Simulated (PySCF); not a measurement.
# [Sm(NH2)4]−: from a saddle point downhill

PySCF 2.14.0, RKS PBE0, Sm lcecp-1-SVP with ECP51, N def2-SVP, H def2-SVP; non-relativistic Hamiltonian with scalar-relativistic core potentials where named; density fitting; no spin-orbit coupling. Relaxed within the symmetry of its start, the geometry (D2d) is

```xyz
13

Sm    0.0000    0.0000    0.0000
N     1.1718    1.4098    1.4098
H     1.5807    1.1689    2.3144
H     1.5807    2.3144    1.1689
N    -1.1718   -1.4098    1.4098
H    -1.5807   -1.1689    2.3144
H    -1.5807   -2.3144    1.1689
N     1.1718   -1.4098   -1.4098
H     1.5807   -2.3144   -1.1689
H     1.5807   -1.1689   -2.3144
N    -1.1718    1.4098   -1.4098
H    -1.5807    2.3144   -1.1689
H    -1.5807    1.1689   -2.3144
```

and its lowest harmonic modes are -146, 52, 52, 76, 89, 95 cm⁻¹ (negative: unstable). It was moved along the lowest mode and relaxed again, within the group S4 that the move left.

(1) Where does it end, and how much lower?

(2) How do the contacts change?

No frequency check is given for the end.

An lcecp potential fixes the number of 4f electrons, so in runs with it no electron can move into or out of that shell.

State: singlet in the valence, with the 4f electrons in the core potential.

Answers

(1) In S4, 0.092 eV lower, after 23 steps:
```xyz
13

Sm    0.0000    0.0000    0.0000
N     1.3807    1.2537    1.3574
H     1.3409    1.4366    2.3603
H     2.2445    1.6964    1.0376
N    -1.3808   -1.3573    1.2537
H    -2.2448   -1.0377    1.6962
H    -1.3405   -2.3604    1.4368
N     1.3807   -1.2537   -1.3574
H     2.2445   -1.6964   -1.0376
H     1.3409   -1.4366   -2.3603
N    -1.3808    1.3573   -1.2537
H    -1.3405    2.3604   -1.4368
H    -2.2448    1.0377   -1.6962
```

(2) 
```tsv
contact	saddle (Å)	end (Å)
Sm1–N2 (NH2)	2.313	2.307
Sm1–N5 (NH2)	2.313	2.307
Sm1–N8 (NH2)	2.313	2.307
Sm1–N11 (NH2)	2.313	2.307
```
